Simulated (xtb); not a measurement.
germanium monoxide (GeO), SMILES [Ge]=[O] (connectivity only; charge and spin as stated), neutral, multiplicity 1. All values are semi-empirical tight-binding results from xtb (GFN2-xTB unless named), good for trends rather than for accurate numbers. Geometry: GFN2-xTB.

Optimised geometry:

```xyz
2

Ge     0.0000     0.0000    -0.3151
O      0.0000     0.0000     1.2603
```
Charge 0, spin multiplicity 1.

For metal compounds this method's bond lengths and energies can be far off.

The point group as xtb finds it comes out as C∞v and the orbital gap is 4.78 eV.

### Question
Give the atomic charges and the Wiberg bond orders between heavy atoms. (The exact figures need the calculation; the answer reports its results.)

### Answer
charges (e) Ge1 0.40, O2 -0.40. Bond orders Ge1–O2 2.43.
